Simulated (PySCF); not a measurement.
A geometry optimisation, step by step.

Compound: cis-PtCl2(PF3)2 (singlet state).
Bonds: Pt1–Cl2, Pt1–Cl3, Pt1–P4, Pt1–P8, P4–F5, P4–F6, P4–F7, P8–F9, P8–F10, P8–F11.

Computed by this run: PBE0-D3(BJ)/def2-SVP geometry optimisation, gas phase, def2 core potentials past Kr in PySCF 2.14.0; density fitting, grid level 1; the optimiser is geomeTRIC in internal coordinates, started from a GFN2-xTB structure with every atom displaced at random (about 0.03 Å). 9 of its 10 geometries are shown. The frame can shift and turn from step to step; on so coarse a grid that alone can change the energy by a few meV, and forces under 0.02 eV/Å are noise.

Step 0: E = -63121.6281 eV, largest atomic force 5.328 eV/Å
```
atom  x, y, z in Å  |  force x, y, z in eV/Å
Pt1     0.676    0.415    0.132   -2.999   0.412  -0.446
Cl2     2.829    0.029    0.079    3.114   0.014   0.104
Cl3     0.550    2.710    0.571    0.526   0.756   0.209
P4     -1.402    1.291    0.171   -5.324   0.075  -0.207
F5     -2.803    0.365   -0.130    2.885   0.637   0.378
F6     -1.971    2.428   -0.811    1.305  -0.759   0.133
F7     -2.067    1.899    1.493    1.092  -0.620  -0.225
P8      1.024   -1.686   -0.302   -2.604  -2.974   2.599
F9     -0.199   -2.757   -0.440    0.304   1.670  -0.050
F10     1.716   -2.597    0.797    0.177   0.938   0.004
F11     1.744   -2.183   -1.527    1.524  -0.150  -2.499
```

Step 1: E = -63122.2866 eV, largest atomic force 4.097 eV/Å
```
atom  x, y, z in Å  |  force x, y, z in eV/Å
Pt1     0.695    0.417    0.133   -1.358   0.309  -0.444
Cl2     2.928    0.222    0.123    1.552  -0.133   0.065
Cl3     0.550    2.718    0.571    0.503   0.520   0.170
P4     -1.386    1.247    0.166   -4.084  -0.270  -0.188
F5     -2.714    0.284   -0.133    2.182   0.572   0.288
F6     -1.924    2.366   -0.834    0.906  -0.567   0.107
F7     -2.029    1.837    1.496    0.751  -0.437  -0.178
P8      0.967   -1.702   -0.302   -2.095  -2.070   1.672
F9     -0.319   -2.671   -0.428    0.547   1.230  -0.070
F10     1.649   -2.605    0.803    0.216   0.767  -0.286
F11     1.681   -2.198   -1.563    0.879   0.078  -1.137
```

Step 2: E = -63122.7972 eV, largest atomic force 1.009 eV/Å
```
atom  x, y, z in Å  |  force x, y, z in eV/Å
Pt1     0.689    0.445    0.133   -0.211   0.555  -0.121
Cl2     2.998    0.167    0.140    0.246   0.132   0.048
Cl3     0.537    2.763    0.572    0.579   0.368   0.122
P4     -1.395    1.178    0.162    0.429   0.053   0.174
F5     -2.514    0.132   -0.129   -0.636  -0.764  -0.168
F6     -1.852    2.233   -0.898   -0.112   0.090  -0.065
F7     -1.976    1.719    1.511   -0.140   0.059  -0.005
P8      0.844   -1.671   -0.274    0.583   0.458  -0.121
F9     -0.484   -2.485   -0.416    0.055  -0.358  -0.083
F10     1.621   -2.488    0.804   -0.282  -0.405  -0.050
F11     1.630   -2.079   -1.573   -0.510  -0.188   0.269
```

Step 3: E = -63122.9216 eV, largest atomic force 0.467 eV/Å
```
atom  x, y, z in Å  |  force x, y, z in eV/Å
Pt1     0.737    0.492    0.134    0.181   0.275   0.021
Cl2     3.067    0.333    0.173   -0.100  -0.120  -0.006
Cl3     0.602    2.807    0.567    0.320   0.230   0.050
P4     -1.362    1.144    0.158   -0.230  -0.405  -0.038
F5     -2.440    0.030   -0.128   -0.124  -0.279  -0.026
F6     -1.861    2.160   -0.921   -0.004   0.117   0.089
F7     -1.981    1.672    1.495   -0.005   0.126  -0.092
P8      0.820   -1.646   -0.258    0.217   0.239  -0.228
F9     -0.535   -2.408   -0.409   -0.287  -0.148   0.027
F10     1.525   -2.553    0.795    0.044  -0.086   0.069
F11     1.525   -2.117   -1.575   -0.013   0.053   0.134
```

Step 4: E = -63122.9649 eV, largest atomic force 0.628 eV/Å
```
atom  x, y, z in Å  |  force x, y, z in eV/Å
Pt1     0.758    0.522    0.133    0.106   0.172   0.063
Cl2     3.090    0.343    0.183   -0.171  -0.084  -0.016
Cl3     0.638    2.837    0.557    0.298   0.146   0.031
P4     -1.357    1.109    0.153   -0.421  -0.454  -0.108
F5     -2.407   -0.049   -0.123    0.175   0.187   0.052
F6     -1.869    2.126   -0.918   -0.034  -0.027   0.045
F7     -1.984    1.662    1.474   -0.011   0.004  -0.051
P8      0.809   -1.619   -0.254    0.042   0.003  -0.142
F9     -0.569   -2.358   -0.400   -0.058   0.012   0.022
F10     1.490   -2.552    0.796    0.053   0.002   0.028
F11     1.499   -2.106   -1.571    0.021   0.038   0.076
```

Step 6: E = -63123.0188 eV, largest atomic force 0.192 eV/Å
```
atom  x, y, z in Å  |  force x, y, z in eV/Å
Pt1     0.757    0.582    0.135   -0.156  -0.012   0.038
Cl2     3.073    0.313    0.193   -0.031   0.015  -0.017
Cl3     0.763    2.890    0.539    0.126   0.014   0.005
P4     -1.388    1.046    0.146   -0.140  -0.108  -0.076
F5     -2.381   -0.158   -0.097    0.072   0.144   0.017
F6     -1.941    2.047   -0.918    0.009  -0.036  -0.054
F7     -2.024    1.633    1.446    0.025  -0.037   0.082
P8      0.815   -1.568   -0.253   -0.055  -0.129   0.078
F9     -0.573   -2.301   -0.400    0.130   0.052  -0.017
F10     1.483   -2.510    0.802    0.003   0.083  -0.035
F11     1.513   -2.060   -1.561    0.015   0.014  -0.022
```

Step 7: E = -63123.0290 eV, largest atomic force 0.094 eV/Å
```
atom  x, y, z in Å  |  force x, y, z in eV/Å
Pt1     0.725    0.595    0.136   -0.089  -0.029  -0.003
Cl2     3.036    0.305    0.184    0.070   0.026  -0.009
Cl3     0.818    2.891    0.534    0.019   0.021   0.000
P4     -1.423    1.029    0.144    0.036   0.064  -0.005
F5     -2.411   -0.171   -0.088   -0.031  -0.009  -0.009
F6     -1.978    2.028   -0.922   -0.006  -0.024  -0.004
F7     -2.041    1.623    1.451   -0.006  -0.016   0.015
P8      0.830   -1.556   -0.252   -0.004  -0.039   0.075
F9     -0.532   -2.329   -0.412    0.038  -0.004  -0.007
F10     1.519   -2.473    0.810   -0.026   0.018  -0.006
F11     1.554   -2.028   -1.553   -0.001  -0.009  -0.046
```

Step 8: E = -63123.0297 eV, largest atomic force 0.035 eV/Å
```
atom  x, y, z in Å  |  force x, y, z in eV/Å
Pt1     0.722    0.594    0.135   -0.035   0.000   0.001
Cl2     3.037    0.315    0.176    0.027   0.009  -0.009
Cl3     0.818    2.890    0.531    0.002   0.009  -0.006
P4     -1.426    1.031    0.144    0.011   0.013   0.004
F5     -2.417   -0.168   -0.089   -0.013  -0.015  -0.008
F6     -1.982    2.029   -0.922    0.003  -0.003   0.004
F7     -2.043    1.621    1.453    0.003   0.001   0.002
P8      0.833   -1.559   -0.250   -0.003  -0.007   0.032
F9     -0.525   -2.339   -0.412    0.005  -0.005   0.001
F10     1.523   -2.471    0.815   -0.007   0.005   0.004
F11     1.558   -2.029   -1.551    0.005  -0.007  -0.024
```

Step 9: E = -63123.0299 eV, largest atomic force under 0.02 eV/Å
```
atom  x, y, z in Å  |  force x, y, z in eV/Å
Pt1     0.719    0.595    0.132    0.012   0.005   0.002
Cl2     3.037    0.327    0.166   -0.004  -0.002  -0.008
Cl3     0.816    2.892    0.525   -0.007  -0.001  -0.010
P4     -1.428    1.029    0.143    0.004  -0.008   0.012
F5     -2.420   -0.171   -0.090   -0.002  -0.001  -0.005
F6     -1.985    2.027   -0.921   -0.003   0.002   0.000
F7     -2.044    1.616    1.454   -0.002   0.002  -0.001
P8      0.835   -1.560   -0.246    0.003   0.014  -0.005
F9     -0.519   -2.345   -0.407   -0.012  -0.005   0.006
F10     1.527   -2.466    0.822    0.008  -0.002   0.007
F11     1.560   -2.030   -1.547    0.005  -0.003   0.001
```

Problem. Summarise the path.

Solution. The energy falls by 1.4018 eV from step 0 to step 9; nine tenths of that is first reached at step 3. It falls at every step. The largest force goes from 5.328 to under 0.02 eV/Å. Among the bonds Pt1–Cl2 changes most, from 2.188 to 2.334 Å; the atoms move by 0.359 Å rms after alignment.

Problem. Follow the three bonds and two angles with the largest change from start to end.

Solution. 
```tsv
step	E above end (eV)	largest force (eV/Å)	Pt1–Cl2 (Å)	P4–F5 (Å)	Pt1–P4 (Å)	P4–Pt1–P8 (°)	Cl3–Pt1–P4 (°)
0	1.4018	5.328	2.188	1.706	2.255	121.7	64.3
1	0.7433	4.097	2.241	1.667	2.241	118.6	65.0
2	0.2326	1.009	2.326	1.559	2.209	113.3	67.1
3	0.1083	0.467	2.336	1.577	2.198	109.2	69.6
4	0.0650	0.628	2.339	1.588	2.194	106.7	71.7
5	0.0309	0.435	2.339	1.582	2.190	103.6	75.6
6	0.0110	0.192	2.333	1.579	2.194	103.6	78.1
7	0.0009	0.094	2.330	1.572	2.191	104.0	81.0
8	0.0001	0.035	2.332	1.573	2.191	104.3	81.0
9	0.0000	under 0.02	2.334	1.573	2.191	104.3	81.1
```

The cost below is that of the whole optimisation. The run took 4.3 min of wall time on one thread, Arm Neoverse V2 (aarch64), shared host, and the process peaked at 1.1 GiB of memory.
